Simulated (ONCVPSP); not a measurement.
## Hg (Z = 80), ONCV: configuration errors across variants

ONCVPSP 4.0.1 input, shortened (lines: element, Z, core and valence counts, functional; n l f; lmax; l rc ep ncon nbas qcut; lloc lpopt rc5 dvloc0; l nproj debl; icmod fcfact rcfact), PBEsol, scalar-relativistic:

```
  Hg 80.00    9    6  -116133      upf
    1    0    2.00
    2    0    2.00
    2    1    6.00
    3    0    2.00
    3    1    6.00
    3    2   10.00
    4    0    2.00
    4    1    6.00
    4    2   10.00
    4    3   14.00
    5    0    2.00
    5    1    6.00
    5    2   10.00
    6    0    1.50
    6    1    0.50
    3
    0    1.50    0.00    5    8    8.90
    1    1.60    0.00    5   10    7.40
    2    1.35    0.00    3    6    6.20
    3    0.55    0.00    4    9   33.00
    3    5    0.55    0.00
    0    2    3.30
    1    3    1.60
    2    2    3.80
    3    0    2.20
    3    2.25    1.60
```

All-electron excitation energies from the reference (eV): (1) 4f14 5s2 5p6 5d10 6s2 6p0 -2.999; (2) 4f14 5s2 5p6 5d10 6s1 6p0 7.741; (3) 4f14 5s2 5p6 5d10 6s1.5 6p0 1.383.

A true bound ghost makes a file unfit for plane-wave use even where its test errors are small: the radial tests pick states by their node count and pass the ghost by.

Errors AE − PS in meV (a dash: test not solved or not reliable):

```tsv
change	(1)	(2)	(3)	bound ghosts	GHOST(+) flags above zero
base	+0.8	-3.0	-0.7	s, p, d	p
p: rc 1.08	+0.7	-3.0	-0.7	s, p, d	p
p: rc 1.26	+0.7	-3.0	-0.7	s, p, d	p
p: rc 1.38	+0.8	-3.0	-0.7	s, p, d	p
p: rc 1.58	+0.7	-3.0	-0.7	s, p, d	p
p: rc 1.86	+0.7	-3.1	-0.7	s, p, d	p
p: rc 2.02	+0.7	-3.1	-0.7	s, p, d	p
p: rc 2.2	+0.7	-3.1	-0.7	s, p, d	p
p: rc 2.3	+0.7	-3.2	-0.7	s, p, d	p
```

Task: Give the same row for: p: rc 1.74.

Result: +0.7, -3.1, -0.7; bound ghosts: s, p, d; GHOST(+) flags above zero: p.
